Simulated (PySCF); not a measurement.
Computed properties of C₂H₉NSi₂, SMILES [SiH3]N1C[SiH2]C1

C2H9NSi2, SMILES [SiH3]N1C[SiH2]C1. Coordinates come from a B3LYP-D3(BJ)/def2-SVP optimisation. This is a generated structure with no PubChem entry under its InChIKey; it may be hypothetical. The values are those of a single conformer. All values are computed for the isolated molecule unless a solvent is named; none is compared with measurement here.

**Structure.** The optimised structure has Cs symmetry. All 36 harmonic modes at B3LYP-D3(BJ)/def2-SVP (PySCF) are real, so it is a minimum. With heavy atoms numbered as in [SiH3:1][N:2]1[CH2:3][SiH2:4][CH2:5]1, the shortest bond between them is N2–C3 at 1.480 Å and the longest Si4–C5 at 1.909 Å.

**Vibrations.** The strongest infrared lines (harmonic, unscaled, degenerate partners summed) lie at 960 cm⁻¹ (275 km/mol, H 94 %), 2213 cm⁻¹ (245 km/mol, H 98 %), 983 cm⁻¹ (223 km/mol, H 90 %, Si 10 %). The softest mode is at 60 cm⁻¹ and the zero-point energy is 63.9 kcal/mol.

**Electronic structure.** PBE0/def2-TZVP (PySCF) places the frontier levels at -6.39 and -0.06 eV, a gap of 6.33 eV, and gives a dipole moment of 0.98 D and a mean polarisability of 83.9 bohr³. PBE/def2-TZVP (PySCF) at the same geometry gives -5.10 and -0.90 eV, so its gap is 2.13 eV narrower. An orbital gap is neither the optical nor the fundamental gap.

**Excitations.** TDDFT-B3LYP/def2-SVPD (PySCF) has S1 at 4.94 eV (251 nm, f = 0.002, dark); the most intense of the 10 singlets computed lies at 6.40 eV (f = 0.03). T1 (TDA) is at 4.87 eV. TDDFT-PBE/def2-SVPD (PySCF) puts S1 at 4.28 eV. No vertical singlet excitation falls in the visible range (under 3.1 eV).

**NMR.** GIAO shifts at B3LYP/pcSseg-1 (PySCF) (non-relativistic, atoms alike by connectivity averaged): ¹³C at 45.3 ppm against TMS; ¹H from 3.5 to 5.2 ppm against TMS; ²⁹Si from -53.1 to -22.7 ppm against TMS.

**Solvation.** SMD-B3LYP/def2-SVP (PySCF) gives 2.9 kcal/mol in water, -2.1 kcal/mol in chloroform, -1.6 kcal/mol in ethylethanoate (1 M in both phases, gas-phase geometry).
